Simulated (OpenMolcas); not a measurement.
**OpenMolcas run: Er3+**

Er3+ with 6 ligands (chloride) in octahedral coordination (Oh) at 2.65 Å. A charge of +0.5 e stands 2.8 Å behind each ligand. Ligand basis ANO-RCC-VDZP. With inversion symmetry the input lists one of each pair of outer charges.

Input:

```
&GATEWAY
Coord
7

Er 0.0 0.0 0.0
Cl 2.650000 0.000000 0.000000
Cl 0.000000 2.650000 0.000000
Cl -2.650000 0.000000 0.000000
Cl 0.000000 -2.650000 0.000000
Cl 0.000000 0.000000 2.650000
Cl 0.000000 0.000000 -2.650000
Basis=Er.ANO-RCC-VDZP,Cl.ANO-RCC-VDZP
Group=XYZ
NoMove
AngMom=0.0 0.0 0.0
AMFI
RICD
XField
3 Angstrom 0
5.450000 0.000000 0.000000 0.500000
0.000000 5.450000 0.000000 0.500000
0.000000 0.000000 5.450000 0.500000
&SEWARD
* reference wave functions (RASSCF and RASSI steps not shown): 11 electrons in 7 orbitals (4f)
>>> COPY JOB001 $Project.JobIph
&CASPT2
Multistate=30 1 2 3 4 5 6 7 8 9 10 11 12 13 14 15 16 17 18 19 20 21 22
23 24 25 26 27 28 29 30
NoMult
Frozen=29 24
IPEA=0.25
Imaginary=0.1
MaxIter=60
WThr=0.0 0.3 0.05
PrWF=0.5
NoMix
>>> COPY JOB002 $Project.JobIph
&CASPT2
Multistate=35 1 2 3 4 5 6 7 8 9 10 11 12 13 14 15 16 17 18 19 20 21 22
23 24 25 26 27 28 29 30 31 32 33 34 35
NoMult
Frozen=29 24
IPEA=0.25
Imaginary=0.1
MaxIter=60
WThr=0.0 0.3 0.05
PrWF=0.5
NoMix
```

Launched by
```bash
OMP_NUM_THREADS=1 MOLCAS_MEM=2457 MOLCAS_PROJECT=a pymolcas a.inp > a.log  # once for each step of the input, in one work folder
```

Output, cut to the results:

```
--- CASPT2 ---
Orbital specifications:
      -----------------------

      Symmetry species                           1   2
                                                ag  au
      Frozen orbitals                           29  24
      Inactive orbitals                         13  15
      Active orbitals                            0   7
      Secondary orbitals                        48  40
      Deleted orbitals                           0   0
      Number of basis functions                 90  86
Type of calculation                        SS-CASPT2
      Fock operator                              state-specific
      IPEA shift                                 0.25
      Real shift                                 0.00
      Imaginary shift                            0.10
      The input orbitals will be transformed to quasi-canonical
Reference energy:      -15841.2044033575
      E2 (Non-variational):      -1.7351028817
      Shift correction:          -0.0021537467
      E2 (Variational):          -1.7372566284
      Total energy:          -15842.9416599859
      Residual norm:              0.0000002869
      Reference weight:           0.64844
      Contributions to the CASPT2 correlation energy
      Active & Virtual Only:         -0.3476332598
      One Inactive Excited:          -0.2735995814
      Two Inactive Excited:          -1.1138700405
Reference energy:      -15841.2044033575
      E2 (Non-variational):      -1.7347212267
      Shift correction:          -0.0021543321
      E2 (Variational):          -1.7368755587
      Total energy:          -15842.9412789162
      Residual norm:              0.0000005368
      Reference weight:           0.64852
      Contributions to the CASPT2 correlation energy
      Active & Virtual Only:         -0.3473558761
      One Inactive Excited:          -0.2735115200
      Two Inactive Excited:          -1.1138538305
::    CASPT2 Root  1     Total energy: -15842.94165999
::    CASPT2 Root  2     Total energy: -15842.94127892
::    CASPT2 Root  3     Total energy: -15842.94111594
::    CASPT2 Root  4     Total energy: -15842.94410456
::    CASPT2 Root  5     Total energy: -15842.94239260
::    CASPT2 Root  6     Total energy: -15842.94175784
::    CASPT2 Root  7     Total energy: -15842.94231998
::    CASPT2 Root  8     Total energy: -15842.94127978
::    CASPT2 Root  9     Total energy: -15842.94133854
::    CASPT2 Root 10     Total energy: -15842.94179206
::    CASPT2 Root 11     Total energy: -15842.94181428
::    CASPT2 Root 12     Total energy: -15842.94149181
::    CASPT2 Root 13     Total energy: -15842.93758159
::    CASPT2 Root 14     Total energy: -15842.87161097
::    CASPT2 Root 15     Total energy: -15842.87118134
::    CASPT2 Root 16     Total energy: -15842.87136313
::    CASPT2 Root 17     Total energy: -15842.87150017
::    CASPT2 Root 18     Total energy: -15842.87242345
::    CASPT2 Root 19     Total energy: -15842.87063364
::    CASPT2 Root 20     Total energy: -15842.87059073
::    CASPT2 Root 21     Total energy: -15842.87065807
::    CASPT2 Root 22     Total energy: -15842.82902460
::    CASPT2 Root 23     Total energy: -15842.82908087
::    CASPT2 Root 24     Total energy: -15842.83030649
::    CASPT2 Root 25     Total energy: -15842.82936323
::    CASPT2 Root 26     Total energy: -15842.82736786
::    CASPT2 Root 27     Total energy: -15842.82713834
::    CASPT2 Root 28     Total energy: -15842.82634848
::    CASPT2 Root 29     Total energy: -15842.82647630
::    CASPT2 Root 30     Total energy: -15842.82647638
--- CASPT2 ---
Orbital specifications:
      -----------------------

      Symmetry species                           1   2
                                                ag  au
      Frozen orbitals                           29  24
      Inactive orbitals                         13  15
      Active orbitals                            0   7
      Secondary orbitals                        48  40
      Deleted orbitals                           0   0
      Number of basis functions                 90  86
Type of calculation                        SS-CASPT2
      Fock operator                              state-specific
      IPEA shift                                 0.25
      Real shift                                 0.00
      Imaginary shift                            0.10
      The input orbitals will be transformed to quasi-canonical
Reference energy:      -15841.1232974296
      E2 (Non-variational):      -1.7402521790
      Shift correction:          -0.0021202928
      E2 (Variational):          -1.7423724718
      Total energy:          -15842.8656699014
      Residual norm:              0.0000008657
      Reference weight:           0.64764
      Contributions to the CASPT2 correlation energy
      Active & Virtual Only:         -0.3517837083
      One Inactive Excited:          -0.2744406835
      Two Inactive Excited:          -1.1140277872
Reference energy:      -15841.1232974296
      E2 (Non-variational):      -1.7402461222
      Shift correction:          -0.0021201899
      E2 (Variational):          -1.7423663120
      Total energy:          -15842.8656637416
      Residual norm:              0.0000007719
      Reference weight:           0.64764
      Contributions to the CASPT2 correlation energy
      Active & Virtual Only:         -0.3517851833
      One Inactive Excited:          -0.2744335400
      Two Inactive Excited:          -1.1140273988
::    CASPT2 Root  1     Total energy: -15842.86566990
::    CASPT2 Root  2     Total energy: -15842.86566374
::    CASPT2 Root  3     Total energy: -15842.86571024
::    CASPT2 Root  4     Total energy: -15842.86550916
::    CASPT2 Root  5     Total energy: -15842.86559204
::    CASPT2 Root  6     Total energy: -15842.86553368
::    CASPT2 Root  7     Total energy: -15842.86556882
::    CASPT2 Root  8     Total energy: -15842.86549184
::    CASPT2 Root  9     Total energy: -15842.86524024
...
```

Spin-orbit levels above the lowest (labels of O, the rotations of Oh), with the averaged single-state CASPT2 energies on the diagonal:

```csv
E (cm-1),Degeneracy,Label,2S+1,J,|mJ| (%),g
0,4,Γ8,4,7.51,11/2 (43),
210,4,Γ8,4,7.52,13/2 (27),
250,2,Γ6,4,7.52,1/2 (52),5.98 5.98 5.98
260,2,Γ7,4,7.52,13/2 (40),6.76 6.76 6.76
460,4,Γ8,4,7.51,15/2 (28),
6770,4,Γ8,4,6.51,11/2 (25),
6800,2,Γ7,4,6.52,5/2 (60),0.11 0.11 0.11
6820,2,Γ6,4,6.51,9/2 (69),5.57 5.57 5.57
6910,2,Γ7,4,6.52,3/2 (59),0.64 0.64 0.64
7070,4,Γ8,4,6.51,1/2 (30),
10770,4,Γ8,4 (87 %),5.51,9/2 (42),
10820,2,Γ7,4 (87 %),5.52,3/2 (46),3.60 3.60 3.60
10840,2,Γ6,4 (87 %),5.51,7/2 (73),3.63 3.63 3.63
10980,4,Γ8,4 (87 %),5.52,1/2 (41),
13150,4,Γ8,4 (71 %),4.52,7/2 (45),
13230,2,Γ6,4 (70 %),4.52,1/2 (58),3.04 3.04 3.04
13350,4,Γ8,4 (70 %),4.52,3/2 (39),
17030,4,Γ8,4 (82 %),4.51,5/2 (44),
17110,4,Γ8,4 (82 %),4.51,3/2 (44),
17130,2,Γ6,4 (81 %),4.51,1/2 (58),4.35 4.35 4.35
```

Roots that are degenerate in the reference are averaged as groups; the widest CASPT2 spread within a group is 270 cm-1 (the 3-fold group of multiplicity 4 near 25100 cm-1 above the lowest state of its run). Shifts and gaps below about the spread of the groups concerned are not significant. Over all roots computed the reference weight is 0.65; a low but even weight reflects the number of correlated electrons. High states are left out of the spin-orbit mixing, which shifts the levels that they would mix with. Splittings of an f shell from a small cluster at a set distance can be off by tens of per cent, mostly too small. The first state left out of the spin-orbit step lies near 33000 cm-1 above the lowest spin-free state of the reference (among the parities and spins computed), and the lists stop at four fifths of that energy or lower. No measured value stands beside these numbers; the geometry is a model, was not optimised and need not be the one that this ion takes.

The CASPT2 steps took 6.6 min on 1 thread of Arm Neoverse V1 (shared host); the integral step is not counted.
